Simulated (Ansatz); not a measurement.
Isolated molecules relaxed with PBE0-D4/def2-TZVP in Ansatz; ΔE leaves out vibrations. CBS: MP2 limit from def2 TZ/QZ plus the TZ coupled-cluster correction, frozen cores. This one scheme is used for every species. Functionals use def2-TZVPP. B3LYP here is the variant with VWN-RPA as its local correlation; programs differ in this. HSE06 is defined as in plane-wave codes.

Consider the isomerisation: `C#[C][AlH][CH3]` → `C=[C]1[CH2][AlH]1`.

```csv
level,ΔE (kJ/mol),difference from CCSD(T)/CBS
LDA (SPW92),72.0,-61.9
r2SCAN-D4,112.9,-21.0
B97M-V,117.0,-16.9
B3LYP-D4,125.2,-8.7
r2SCANh-D4,113.6,-20.3
HSE06,103.9,-30.0
RPA@PBE/def2-TZVPP,130.8,-3.1
CCSD(T)/def2-SVP,125.2,-8.7
MP2/def2-QZVPP,137.9,4.0
SCS-MP2/def2-QZVPP,144.2,10.3
CCSD(T)/CBS,133.9,0
```

Largest T1 diagnostic among the species: 0.012.

At CCSD(T), def2-SVP lies −8.7 kJ/mol from the extrapolated value and def2-TZVPP +0.3 kJ/mol. The D4 term adds −3.4 kJ/mol with B3LYP and −1.6 kJ/mol with PBE0; it sums over pairs of atoms, weighted by their polarisabilities, and B3LYP, whose exchange is more repulsive, gets the larger term.
